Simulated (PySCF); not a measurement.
Excitations are Tamm–Dancoff values on a coarser integration grid. The basis has no diffuse functions, so Rydberg states are missing or too high.

Species: BI$_{3}$, SMILES `IB(I)I` (charge 0, multiplicity 1).

Task: Predict the T1 excitation (TDA), HOMO–LUMO gap and dipole moment from PySCF with TPSSh-D3(BJ)/def2-TZVP // CAM-B3LYP-D3(BJ)/def2-TZVP.

Result: 
The T1 excitation (TDA) comes out as 3.27 eV, the HOMO–LUMO gap comes out as 3.91 eV and the dipole moment is 0.00 D.
